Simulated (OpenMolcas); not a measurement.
## 2s² 2p² along the 6-electron sequence

```yaml
Program: OpenMolcas 26.06
Method: SS-CASPT2, IPEA 0.25 Eh, imaginary shift 0.1 Eh
Basis: ANO-R2
Scalar_Hamiltonian: X2C, finite nucleus
Spin-orbit_coupling: state interaction with AMFI integrals over the reference wave functions, term energies averaged over their components
```

Active space for each ion: 4 electrons in 8 orbitals (2s 2p 3s 3p); closed shells correlated by CASPT2: 1s.

Computed levels in cm-1 above ³P₀:

| Level | N+ | O2+ | F3+ | Ne4+ |
| --- | --- | --- | --- | --- |
| ³P₁ | 45.2 | 108 | 214 | 391 |
| ³P₂ | 134 | 318 | 627 | 1128 |
| ¹D₂ | 15710 | 20750 | 25870 | 31060 |
| ¹S₀ | 32330 | 43120 | 53780 | 64390 |
| weight of ³P in the lowest level (%) | 100 | 100 | 100 | 100 |

Measured, with the error of the calculation in %. Measured levels: N+ from NIST Handbook of Basic Atomic Spectroscopic Data; O2+ from Moore, Selected Tables of Atomic Spectra, NSRDS-NBS 3, section 11; F3+ from Moore, Atomic Energy Levels, vol. I, NSRDS-NBS 35 (1971 reprint of NBS Circular 467, 1949); Ne4+ from NIST levels in Podobedova, Fuhr, Reader and Wiese, J. Phys. Chem. Ref. Data 33, 525 (2004).

```csv
Level,N+,O2+,F3+,Ne4+
³P₁,48.7 (-7.1),113 (-4.7),225 (-4.8),412 (-5.3)
³P₂,131 (+2.7),,613 (+2.2),1110 (+1.6)
¹D₂,15316 (+2.6),20273 (+2.4),25241 (+2.5),30292 (+2.5)
¹S₀,32689 (-1.1),43186 (-0.2),53544 (+0.4),63914 (+0.7)
```

The fine-structure level ³P₂ changes by a factor of 8.42 from N+ to Ne4+. Its fourth root runs 3.40, 4.22, 5.00, 5.80, with steps per unit of Z of 0.82, 0.78, 0.79; equal steps would mean a (Z - σ)^4 law with constant σ.

¹D₂ changes by a factor of 1.98 over the same range, with steps per unit of Z of +5040, +5120, +5190 cm-1.

CASPT2 does not keep the components of a term degenerate, so their means are used; among the terms shown or strongly mixed into the levels shown the widest spread is 19 cm-1 (2s² 2p² ¹D, N+). Terms from blocks run as CI alone lack orbitals of their own (holds for N+). The run also gave levels led by 2s 2p² 3s, 2s² 2p 3p, 2s² 2p 3s, which use shells meant for correlation; these and all levels above them are left out (holds for N+). Active for correlation alone: 3p 3s; no level in the range computed is led by a configuration that fills them, so any true level of that kind is missing (holds for O2+; F3+; Ne4+). Computed and measured levels are paired by configuration, term and J; levels that our copy of the source lacks, or whose pairing is in doubt (as where it misses far off the trend of its configuration), stay unpaired and out of the deviations. Levels of configurations outside the active space are missing.
